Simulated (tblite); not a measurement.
Compound: C6H9O2 (doublet state).
Z-matrix (Å and degrees, GFN2-xTB geometry), rows numbered from 1:
```
C 
C   1  1.3223
C   2  1.5085  1  135.09
C   3  1.5408  2   88.68  1   179.66
C   2  1.4817  1  132.81  3  -178.57
C   5  1.6526  2  113.29  1    63.81
O   6  1.2679  5  109.06  2   -69.90
O   6  1.3983  5  104.96  2   163.21
H   1  1.0767  2  120.38  3   176.04
H   1  1.0770  2  121.90  3    -2.53
H   3  1.0891  2  114.44  1   -63.05
H   3  1.0889  2  113.98  1    63.07
H   4  1.0867  3  115.44  2   118.56
H   4  1.0882  3  114.78  2  -113.71
H   5  1.0885  2  118.08  1   -56.75
H   6  1.1133  5  101.19  2    53.16
H   8  0.9670  6  107.88  5   108.94
```

Method: GFN2-xTB as coded in tblite; computed harmonic values from a numerical Hessian at the method's own geometry, unscaled. The method is semi-empirical: single wavenumbers can be off by several per cent or more. One conformer, not necessarily the lowest. Open shells enter through the occupations alone, without spin polarisation, and single modes of such species can be off by tens of per cent.

Harmonic wavenumbers (cm⁻¹): 64.9, 70.2, 133.2, 242.7, 297.0, 312.6, 376.5, 425.7, 476.4, 557.2, 608.7, 678.9, 698.2, 782.7, 894.1, 920.3, 945.4, 964.9, 1000.2, 1018.4, 1038.0, 1071.0, 1123.4, 1143.7, 1147.2, 1161.9, 1177.7, 1213.3, 1225.6, 1253.0, 1265.4, 1375.4, 1387.3, 1441.1, 1462.7, 1712.2, 2669.7, 2984.0, 2991.1, 3006.4, 3014.6, 3035.4, 3101.2, 3135.3, 3504.2.

A = 3234, B = 1758, C = 1222 MHz; mass 113.060 u (most abundant isotopes); point group C1, symmetry number 1; spin multiplicity 2.

Task: Zero-point energy?

Result: ½Σν̃ = 29554 cm⁻¹ = 84.50 kcal/mol.

Task: Give the ideal-gas entropy at 200 K and 1 bar in the rigid-rotor, harmonic-oscillator model (classical rotation).

Result: Translation 38.13, rotation 27.04, vibration 13.61, spin (R ln 2) 1.38: S = 80.2 cal/(mol K).

Task: And Cp and H(200 K) − H(0)?

Result: Cp = 23.84 cal/(mol K), of which vibrations give 15.90 (their classical limit is 45 R = 89.4); H(200 K) − H(0) = 3.11 kcal/mol without the zero-point energy, 1.52 from vibrations.

Task: Blend soft modes into free rotors: weight 1/[1 + (100 cm⁻¹/ν̃)⁴] for the oscillator and the rest for a rotor with moment μB/(μ + B), μ = h/(8π²ν), B = 10⁻⁴⁴ kg m². What vibrational entropy results?

Result: 12.67 cal/(mol K) in place of 13.61, which changes −T·S at 200 K by +0.19 kcal/mol.

Task: Which modes carry the vibrational entropy at 200 K?

Result: 64.9 cm⁻¹: 3.52; 70.2 cm⁻¹: 3.37; 133.2 cm⁻¹: 2.15; 242.7 cm⁻¹: 1.11; 297.0 cm⁻¹: 0.82; 312.6 cm⁻¹: 0.75 cal/(mol K); the other 39 give 1.90 together.

Task: How do the functions run with temperature in this model?

Result: 
```csv
T (K),S (cal/(mol K)),Cp (cal/(mol K)),H − H(0) (kcal/mol),G − H(0) (kcal/mol),ln q(vib)
150,74.0,19.5,2.02,-9.07,2.09
250,86.0,28.5,4.41,-17.08,4.00
298.15,91.4,33.2,5.90,-21.35,4.95
400,102.5,42.9,9.79,-31.23,7.03
600,122.9,57.4,19.91,-53.81,11.25
900,148.9,70.6,39.29,-94.70,17.45
```

q(vib) and H(0) count from the zero-point level.

Hindered rotation and anharmonicity are outside this model. Other conformers, if any are populated, would add a mixing term that is left out. The structure is chiral; the term R ln 2 for an equal mix with its mirror image is left out.
